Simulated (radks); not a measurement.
The ruthenium ion Ru4+, 40 electrons, occupied as [Kr] 4d4 (the NIST ground configuration). All-electron calculation, scalar-relativistic Kohn-Sham, exchange-only B88, spin-polarised, spherical densities, point nucleus; open shells are filled with parallel spins first (spin-orbit coupling, left out, can overturn this in heavy ions). Program: a radial shooting solver on a logarithmic mesh with Libxc functionals.

Unscreened Slater integrals over Kohn-Sham orbitals (eV). They are taken over the spin-up orbitals. Empty in this configuration: 5s.

| integral | value |
|---|---|
| F0(4d,4d) | 17.902 |
| F2(4d,4d) | 9.1302 |
| F4(4d,4d) | 6.0321 |
| F0(4d,4p) | 19.730 |
| F2(4d,4p) | 9.9043 |
| G1(4d,4p) | 12.461 |
| G3(4d,4p) | 7.6662 |
| F0(4d,4s) | 20.353 |
| G2(4d,4s) | 9.1796 |
| F0(4d,3d) | 23.971 |
| F2(4d,3d) | 4.6847 |
| F4(4d,3d) | 2.0627 |
| G0(4d,3d) | 1.5186 |
| G2(4d,3d) | 1.7309 |
| G4(4d,3d) | 1.3088 |
| F0(4d,5s) | 12.300 |
| G2(4d,5s) | 2.2026 |
| F0(4p,4p) | 22.304 |
| F2(4p,4p) | 11.768 |
| F0(4p,4s) | 23.238 |
| G1(4p,4s) | 15.816 |
| F0(4p,3d) | 28.827 |
| F2(4p,3d) | 6.8036 |
| G1(4p,3d) | 2.1812 |
| G3(4p,3d) | 2.1166 |
| F0(4p,5s) | 12.774 |
| G1(4p,5s) | 1.0989 |
| F0(4s,4s) | 24.320 |
| F0(4s,3d) | 30.960 |
| G2(4s,3d) | 2.5482 |
| F0(4s,5s) | 12.930 |
| G0(4s,5s) | 0.73785 |
| F0(3d,3d) | 64.499 |
| F2(3d,3d) | 31.909 |
| F4(3d,3d) | 20.305 |
| F0(3d,5s) | 14.041 |
| G2(3d,5s) | 0.42407 |
| F0(5s,5s) | 10.388 |

Derived for the open shells (J is the average intra-shell exchange parameter used in DFT+U). 4d: Racah B = F2/49 - 5 F4/441 = 0.1179 eV, C = 35 F4/441 = 0.4787 eV, C/B = 4.06, F4/F2 = 0.661, J = (F2 + F4)/14 = 1.083 eV.
